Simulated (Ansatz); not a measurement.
Reaction (formal loss of a carbene): `COBS` → `[CH2]` (triplet) + `OBS`

Computed with Ansatz on PBE0-D4/def2-TZVP structures; ΔE is electronic, products minus reactants. CBS: MP2 limit from def2 TZ/QZ plus the TZ coupled-cluster correction, frozen cores. This one scheme is used for every species. DFT in def2-TZVPP. B3LYP here is the variant with VWN-RPA as its local correlation; programs differ in this. Triplets are unrestricted, without spin–orbit coupling. Each species was taken in one conformer, which may not be the lowest.

```csv
level,ΔE (eV)
BLYP-D4,3.99
PBE0-D4,3.97
B3LYP-D4,3.98
CCSD/CBS(def2),3.88
```

Q: What does CCSD(T)/CBS give? (Estimate.)

A: Ansatz gave: +3.99 eV. The listed levels differ from it by 0.00, -0.02, -0.01, -0.11 eV.

Q: What do rigid-rotor, harmonic-oscillator terms from PBE0-D4/def2-TZVP frequencies (298.15 K, 1 bar) make of the CCSD(T)/CBS value? (An estimate is asked.)

A: The calculation gave: ΔZPE = -0.29 eV, ΔH = +3.76 eV, ΔS = 157 J/(mol·K), ΔG = +3.27 eV. Open shells count their whole term as degenerate.

Largest T1 diagnostic among the species: 0.013.

In def2-TZVPP, CCSD(T) changes the Hartree–Fock value by +1.31 eV (the triples alone add +0.11 eV) and MP2 by +1.39 eV. From PBE to PBE0 (25 % exact exchange), in def2-TZVPP and without D4, ΔE moves by −0.10 eV.
